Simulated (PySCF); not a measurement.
H₅PSi, SMILES [SiH3]P.

The structure is a stationary point at B3LYP-D3(BJ)/def2-TZVP.

Method: PBE/def2-TZVPD (PySCF).

The total energy is -633.53997 hartree and the point group comes out as Cs. The highest occupied level is -6.52 eV and the lowest empty level is -0.75 eV. The orbital gap comes out as 5.77 eV and the dipole moment is 0.62 D. The quadrupole, principal values (traceless, Buckingham form, about the centre of nuclear charge) comes out as -3.13, 1.28, 1.85 D·Å. The mean static polarisability comes out as 61.4 bohr³ (9.10 Å³). The polarisability, principal values is 53.9, 54.6, 75.7 bohr³.
